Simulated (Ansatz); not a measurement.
Input file for Ansatz (a quantum-chemistry and plane-wave program): U-PBE0/def2-TZVPP on NbS, 2S+1 = 4, a spin state set in the input, which need not be the lowest. Elements past Kr take the def2 small-core potentials; no spin–orbit coupling.

Ansatz 0.2 input:
```yaml
crystal:
  periodic: [false, false, false]
  atoms:
    - {symbol: Nb, position_ang: [0.00000000, 0.00000000, 0.00000000]}
    - {symbol: S, position_ang: [0.00000000, 0.00000000, 2.55500000]}
basis:
  gaussian:
    orbitals: def2-TZVPP
hamiltonian:
  xc: {name: PBE0}
magnetization: {spin_polarized: true, initial_magnetization: 3}
relax: {f_tol: 0.002, max_steps: 120}
```

**Question.** Predict the final total energy.

**Answer.** -454.9897 hartree.

**Question.** How many basis functions does it have, and what does it roughly cost on one machine?

**Answer.** 98 functions; around 30 core-seconds (rough).
